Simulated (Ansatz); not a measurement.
Basis-set extrapolation for CH6BFSSi (`BCS[SiH2]F`) (PBE0-D4/def2-TZVP geometry, frozen core, Ansatz). Multiplicity 1, RHF reference.

```csv
,def2-TZVPP,def2-QZVPP
HF,-852.112477,-852.141045
MP2 correlation,-0.818639,-0.886296
CCSD(T) correlation,-0.904602,not run
```

Energies in hartree. Use E(X) = E(∞) + A·exp(−7.88·√X) for Hartree–Fock and E(X) = E(∞) + B·X^(−2.97) for correlation, with X = 3 and 4, and add CCSD(T) minus MP2 of the smaller set to the MP2 limit.

What is the CCSD(T) energy at the basis-set limit?

HF limit: -852.141045 + (-0.028568) × 0.13774 = -852.14498. MP2 limit: -0.886296 + (-0.067657) × 0.74074 = -0.93641. Higher-order term: -0.904602 − (-0.818639) = -0.08596. Total: -853.16735 hartree, 394.5 kJ/mol below CCSD(T)/def2-TZVPP.
